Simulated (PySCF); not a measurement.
# Electron correlation in O (oxygen, neutral)

[He] 2s2 2p4, high-spin 3P determinant. All numbers are calculated (PySCF 2.14, the spin-free X2C one-electron Hamiltonian (Gaussian nucleus), in x2c-QZVPPall with one added diffuse shell each of s, p, d, f type (8s5p4d3f1g, 73 functions)). Frozen: nothing; 8 electrons correlated.

| level | correlation energy (mhartree) |
| --- | --- |
| CCSD | -196.67 |
| (T) | -3.96 |
| CCSD(T) | -200.63 |

Diagnostics: T1 = 0.0063, D1 = 0.0117, largest double amplitude 0.026.

Task: Is a single reference adequate?

Result: Yes: T1 lies below 0.03 and no double amplitude reaches 0.07.

This basis was not built for core-valence correlation, so the inner-shell part is incomplete.
